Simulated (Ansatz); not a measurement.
Reaction (cleavage of the Si–Si bond): `B[SiH](O)[SiH3]` + `N=CCl` → `[SiH3]/N=C/Cl` + `B[SiH2]O`

Computed with Ansatz on PBE0-D4/def2-TZVP structures; ΔE is electronic, products minus reactants. CBS: MP2 limit from def2 TZ/QZ plus the TZ coupled-cluster correction, frozen cores. This one scheme is used for every species. DFT in def2-TZVPP. One conformer a species, not always the lowest.

`B[SiH](O)[SiH3]`:

Cartesian coordinates in Å:
```
B -1.473 1.360 0.081
Si -0.664 -0.451 0.031
O -0.861 -1.271 1.459
Si 1.622 -0.082 -0.450
H -1.840 1.892 1.086
H -1.517 1.989 -0.937
H -1.187 -1.253 -1.118
H -0.465 -2.141 1.522
H 2.231 0.907 0.480
H 2.373 -1.363 -0.312
H 1.781 0.413 -1.844
```

`N=CCl`:

Z-matrix (Å, degrees):
```
C
N 1 1.247
Cl 1 1.729 2 121.0
H 1 1.091 2 128.0 3 180.0
H 2 1.019 1 110.5 3 -180.0
```

`[SiH3]/N=C/Cl`:

Cartesian coordinates in Å:
```
Si 0.285 -1.206 -0.002
N -0.469 0.258 0.561
C -0.353 1.375 0.040
Cl -1.152 2.791 0.680
H 1.115 -0.972 -1.219
H 1.138 -1.721 1.094
H -0.791 -2.177 -0.308
H 0.227 1.650 -0.846
```

`B[SiH2]O`:

Cartesian coordinates in Å:
```
B 0.747 0.103 -1.156
Si -0.166 -0.401 0.556
O -0.849 0.838 1.415
H 0.625 1.167 -1.691
H 1.423 -0.712 -1.716
H 0.775 -1.055 1.503
H -1.194 -1.421 0.165
H -1.360 1.482 0.924
```

CCSD(T)/CBS gives -41.9 kJ/mol.

**Question.** Another level gave -47.8 kJ/mol. Which?
A. revPBE/def2-TZVPP
B. CAM-B3LYP-D4/def2-TZVPP
C. r2SCAN-D4/def2-TZVPP
D. CCSD(T)/def2-TZVPP

**Answer.** B. CAM-B3LYP-D4 -47.8, r2SCAN-D4 -36.4, revPBE -24.1, CCSD(T)/def2-TZVPP -42.0 kJ/mol.

**Question.** What do rigid-rotor, harmonic-oscillator terms from PBE0-D4/def2-TZVP frequencies (298.15 K, 1 bar) make of the CCSD(T)/CBS value? (An estimate is asked.)

**Answer.** The calculation gave: ΔZPE = -5.9 kJ/mol, ΔH = -48.3 kJ/mol, ΔS = -5 J/(mol·K), ΔG = -46.9 kJ/mol.

Largest T1 diagnostic among the species: 0.014.

From PBE to PBE0 (25 % exact exchange), in def2-TZVPP and without D4, ΔE moves by −5.6 kJ/mol. At CCSD(T), def2-SVP lies +5.3 kJ/mol from the extrapolated value and def2-TZVPP −0.0 kJ/mol. Leaving LDA and LC-ωPBE aside and taking each functional with its dispersion term where it has one, the values, not all of them listed here, spread over 26.6 kJ/mol, from BHLYP-D4 to PBE-D4.
